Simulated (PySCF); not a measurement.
C3H5BFN, SMILES C1B([C@@H](F)C=1)N. Atoms are numbered in the order given.

```xyz
11

N      1.9347     0.5590     0.4538
B      0.5692     0.5525     0.1985
C     -0.7255     1.1186     0.8539
C     -1.4514     0.2056     0.1585
C     -0.3788    -0.3289    -0.7697
F     -0.2125    -1.7150    -0.7526
H      2.3590     1.0819     1.2106
H      2.5868    -0.0183    -0.0641
H     -1.0716     1.8394     1.5989
H     -2.5074    -0.0912     0.2261
H     -0.5093    -0.0233    -1.8231
```

Geometry: B3LYP-D3(BJ)/def2-SVP. The structure was generated by enumeration; whether it is a known compound was not checked. One conformer was computed; it need not be the lowest.

Two levels are set side by side: PBE/pcSseg-1 (PySCF) and B3LYP/pcSseg-1 (PySCF). GIAO shifts against BF3 (¹¹B), CFCl3 (¹⁹F), NH3 (¹⁵N), TMS (¹H), TMS (¹³C) at the same level; non-relativistic, no solvent, atoms listed together averaged. Differences are taken from unrounded values.

```json
[
 {"quantity": "δ(¹⁵N) of N1 (ppm)", "B3LYP": "87.2"},
 {"quantity": "δ(¹¹B) of B2 (ppm)", "B3LYP": "24.5"},
 {"quantity": "δ(¹³C) of C3 (ppm)", "B3LYP": "153.4"},
 {"quantity": "δ(¹³C) of C4 (ppm)", "B3LYP": "178.4"},
 {"quantity": "δ(¹³C) of C5 (ppm)", "B3LYP": "91.0"},
 {"quantity": "δ(¹⁹F) of F6 (ppm)", "B3LYP": "-219.3"},
 {"quantity": "δ(¹H) of H7, H8 (ppm)", "B3LYP": "3.77"},
 {"quantity": "δ(¹H) of H9 (ppm)", "B3LYP": "6.82"},
 {"quantity": "δ(¹H) of H10 (ppm)", "B3LYP": "8.47"},
 {"quantity": "δ(¹H) of H11 (ppm)", "B3LYP": "5.26"}
]
```

Problem. What does PBE give, and how far is it from B3LYP? (An estimate is asked for; the answer gives what the named calculation found.)

Solution. 
```tsv
quantity	PBE	PBE minus B3LYP
δ(¹⁵N) of N1 (ppm)	92.2	5.1
δ(¹¹B) of B2 (ppm)	22.0	-2.5
δ(¹³C) of C3 (ppm)	151.3	-2.1
δ(¹³C) of C4 (ppm)	175.8	-2.6
δ(¹³C) of C5 (ppm)	92.5	1.5
δ(¹⁹F) of F6 (ppm)	-231.9	-12.6
δ(¹H) of H7, H8 (ppm)	3.85	0.08
δ(¹H) of H9 (ppm)	6.85	0.04
δ(¹H) of H10 (ppm)	8.56	0.09
δ(¹H) of H11 (ppm)	5.42	0.17
```

Rough cost on one machine, each run with all the roots and properties that it gave: B3LYP against PBE within a factor of 2.
